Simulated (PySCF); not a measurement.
Atomic charges by several schemes

Species: aluminum trichloride, AlCl3.
Z-matrix (Å and degrees, PBE0-D3(BJ)/def2-SVP geometry), rows numbered from 1:
```
Cl
Al  1  2.0782
Cl  2  2.0767  1  119.68
Cl  2  2.0782  1  120.64  3  -179.70
```

Density: PBE0/pcSseg-1 (PySCF); schemes: Mulliken, IAO, Hirshfeld and ESP-fitted. Geometry: PBE0-D3(BJ)/def2-SVP; no solvent, vibrations or thermal averaging.

**Question.** Atoms with like bonding are taken together and averaged. Do the Mulliken, IAO, Hirshfeld and ESP-fitted schemes agree on where the charge is lowest?

**Answer.** All schemes agree: Mulliken Cl1/Cl3/Cl4 (-0.316); IAO Cl1/Cl3/Cl4 (-0.322); Hirshfeld Cl1/Cl3/Cl4 (-0.174); ESP-fitted Cl1/Cl3/Cl4 (-0.258).

**Question.** For which atoms does the sign change between the 4 schemes (beyond +0.03 e in one, beyond −0.03 e in another)?

**Answer.** For none.

**Question.** Which atoms carry the highest charge in the Mulliken, IAO, Hirshfeld and ESP-fitted schemes?

**Answer.** All schemes agree: Mulliken Al2 (+0.947); IAO Al2 (+0.967); Hirshfeld Al2 (+0.522); ESP-fitted Al2 (+0.775).

**Question.** What partial charge does each atom carry?

**Answer.** In e; atoms taken as equivalent share a row and are averaged (×n: the atom named and its like, n in all):

```json
{"atom": "Cl1/Cl3/Cl4", "environment": "chlorine bonded to Al", "Mulliken": "-0.316", "IAO": "-0.322", "Hirshfeld": "-0.174", "ESP-fitted": "-0.258"}
{"atom": "Al2", "environment": "aluminium bonded to 3 Cl", "Mulliken": "+0.947", "IAO": "+0.967", "Hirshfeld": "+0.522", "ESP-fitted": "+0.775"}
```

Mean size of the charges over all atoms: IAO 0.484 e, Mulliken 0.474 e, ESP-fitted 0.388 e, Hirshfeld 0.261 e. Each set sums to the total charge, 0, to within 0.001 e. The IAO scheme counts the electrons in orthogonalised intrinsic atomic orbitals, a minimal basis polarised so that it spans the occupied orbitals exactly. The Mulliken scheme counts on each atom the diagonal of the density matrix times the overlap matrix over that atom's basis functions.

**Question.** How many electrons does the Mulliken scheme count on Cl4?

**Answer.** Its own charge is -0.316 e, so Z − q = 17.316.

**Question.** Sum the charges by element, for elements with more than one atom.

**Answer.** 
| element | atoms | Mulliken | IAO | Hirshfeld | ESP-fitted |
| --- | --- | --- | --- | --- | --- |
| Cl | 3 | -0.947 | -0.967 | -0.522 | -0.775 |
